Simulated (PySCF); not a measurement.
Field gradients at the hydrogen positions

Species: CH11NSi4.
Numbering: `[H]/[N:1]=[CH:2]\[SiH2:3][SiH:4]([SiH3:5])[SiH3:6]` (hydrogens: H7 on N1; H8 on C2; H9, H10 on Si3; H11 on Si4; H12, H13, H14 on Si5; H15, H16, H17 on Si6)

Structure used (PBE0-D3(BJ)/def2-SVP), in Å, numbered top down from 1:
```xyz
17
CH11NSi4 angstrom
N      2.6063    0.8546    1.2972
C      2.1095   -0.1979    0.7822
Si     1.4858   -0.3925   -1.0065
Si    -0.8428   -0.1220   -0.9048
Si    -1.7160   -1.8543    0.4118
Si    -1.2298    1.9320    0.1584
H      2.6781    1.6054    0.5975
H      1.9849   -1.0642    1.4621
H      2.1076    0.6934   -1.8296
H      1.8586   -1.7314   -1.5591
H     -1.4485   -0.1402   -2.2752
H     -1.4663   -3.1810   -0.2315
H     -1.0313   -1.8280    1.7418
H     -3.1858   -1.6803    0.6219
H     -0.5517    3.0370   -0.5881
H     -0.6690    1.8692    1.5421
H     -2.6945    2.2212    0.2335
```

Level: PBE0/pcSseg-1 (PySCF, non-relativistic); Q(2H) = 0.00286 b; rigid geometry, the same for H and D, with no vibrational averaging.

Question: Rank these positions by the coupling χzz of a deuteron there, largest first.
A. H7 (N–H hydrogen)
B. H15 (Si–H hydrogen)
C. H8 (hydrogen on a C=N carbon)

Answer: A (240 kHz), C (185 kHz), B (95 kHz).

Q: What are Vzz, η and χzz (234.96 MHz × Q × Vzz) at all hydrogens?

A: 
```json
{"atom": "H7", "bonded to": "N1", "bond length (Å)": "1.029", "Vzz (au)": "0.3576", "η": "0.02", "χzz (kHz)": "240"}
{"atom": "H8", "bonded to": "C2", "bond length (Å)": "1.108", "Vzz (au)": "0.2751", "η": "0.02", "χzz (kHz)": "185"}
{"atom": "H9", "bonded to": "Si3", "bond length (Å)": "1.498", "Vzz (au)": "0.1394", "η": "0.05", "χzz (kHz)": "94"}
{"atom": "H10", "bonded to": "Si3", "bond length (Å)": "1.496", "Vzz (au)": "0.1404", "η": "0.03", "χzz (kHz)": "94"}
{"atom": "H11", "bonded to": "Si4", "bond length (Å)": "1.498", "Vzz (au)": "0.1435", "η": "0.00", "χzz (kHz)": "96"}
{"atom": "H12", "bonded to": "Si5", "bond length (Å)": "1.495", "Vzz (au)": "0.1412", "η": "0.01", "χzz (kHz)": "95"}
{"atom": "H13", "bonded to": "Si5", "bond length (Å)": "1.496", "Vzz (au)": "0.1402", "η": "0.01", "χzz (kHz)": "94"}
{"atom": "H14", "bonded to": "Si5", "bond length (Å)": "1.495", "Vzz (au)": "0.1414", "η": "0.01", "χzz (kHz)": "95"}
{"atom": "H15", "bonded to": "Si6", "bond length (Å)": "1.496", "Vzz (au)": "0.1410", "η": "0.01", "χzz (kHz)": "95"}
{"atom": "H16", "bonded to": "Si6", "bond length (Å)": "1.494", "Vzz (au)": "0.1403", "η": "0.01", "χzz (kHz)": "94"}
{"atom": "H17", "bonded to": "Si6", "bond length (Å)": "1.495", "Vzz (au)": "0.1417", "η": "0.01", "χzz (kHz)": "95"}
```

Q: Average by the element that carries the hydrogen.

A: on N: 240 kHz over 1 position, mean bond length 1.029 Å; on C: 185 kHz over 1 position, mean bond length 1.108 Å; on Si: 95 kHz over 9 positions, mean bond length 1.496 Å.

The structure is a single PBE0-D3(BJ)/def2-SVP conformer in the gas phase; no vibrational or solvent corrections. With a basis this small, the couplings can be 20 % off.

These values come from a run that also computed NMR shieldings. Time: 47 s wall. Hardware: Arm Neoverse N1, one thread, shared host.
